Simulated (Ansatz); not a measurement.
Calculated with Ansatz (gas phase, PBE0-D4/def2-TZVP geometries, no zero-point term in ΔE). CCSD(T)/CBS adds triple-zeta CCSD(T) − MP2 to the extrapolated MP2 energy (def2 sets, frozen cores). Functionals use def2-TZVPP. Each species was taken in one conformer, which may not be the lowest.

`OC([SiH3])S` + `C=CC(F)Cl` → `OC(S)[SiH2]F` + `C=CCCl`  (formal exchange of groups at the Si–H bond)

(1) Is it downhill or uphill in electronic energy at CCSD(T)/CBS, and by how much? (Best estimate.)

(2) What do these levels give: ωB97M-V, B2PLYP, PBE0, SCS-MP2/def2-TZVPP, CCSD/def2-TZVPP, CCSD(T)/def2-TZVPP? (Best estimate.)

Largest T1 diagnostic among the species: 0.012.

Results:

(1) The calculation gave: Downhill: ΔE = -228.1 kJ/mol.

(2) The calculation gave: ωB97M-V -219.3, B2PLYP -225.4, PBE0 -214.4, SCS-MP2/def2-TZVPP -230.0, CCSD/def2-TZVPP -225.4, CCSD(T)/def2-TZVPP -222.7 kJ/mol.

From PBE to PBE0 (25 % exact exchange), in def2-TZVPP and without D4, ΔE moves by −7.8 kJ/mol.
